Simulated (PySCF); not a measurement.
## Structure elucidation problem

The spectra below were simulated for a compound C$_{3}$H$_{10}$F$_{3}$NSi$_{2}$.

¹H NMR (400 MHz, computed): δ 5.24 (t, 2H), 4.18 (m, 2H), 2.58 (s, 6H).

¹³C{¹H} NMR (computed): δ 142.1, 44.2 (2C).

- geometry from GFN2-xTB
- shieldings: GIAO PBE0/pcSseg-1
- run in PySCF 2.14.0 with density-fitted response routines
- no solvent model, non-relativistic Hamiltonian, averaged over atoms made equivalent by symmetry, fast rotation or ring inversion, one conformer

Shifts are taken against calculated references (same method and geometry level): ¹H (σref 31.72), ¹³C (σref 186.93) vs TMS.

**Question.** Propose a structure and justify it.

**Answer.** 
The formula gives 0 degrees of unsaturation. 2 carbon signals for 3 carbons: some carbons are equivalent by symmetry or fast rotation. Carbon types of the structure: 1 × C, 2 × CH3, leaving 4 H on heteroatoms. δC 142.1: CF3 carbon; 3 electronegative neighbours deshield it. δC 44.2: methyl carbon bonded to N; the inductive effect lowers its shielding. δH 5.24: hydrogen on a silicon bonded to N, Si. δH 4.18: hydrogen on a silicon bonded to C, Si. δH 2.58: hydrogen on a methyl carbon bonded to N; its carbon carries N, which withdraws density.

These data were computed for `CN(C)[SiH2][SiH2]C(F)(F)F`.

The data come from this structure; uniqueness wasn't tested.

Splittings by ¹⁹F in the carbon and heteronuclear signals aren't shown, as no couplings were computed. Shifts are as computed. Against solution values, carbons near 30 ppm lie about +3 ppm off and those near 130 ppm about +5 ppm. Of 1309 compounds with measured shifts, 239 miss one by over three times the rms of a fit or turn the order of signals round; such compounds aren't used in these exercises. Multiplicities follow the n + 1 count of equivalent neighbours, as no J values were calculated; m marks all less simple cases, F and P coupling included.
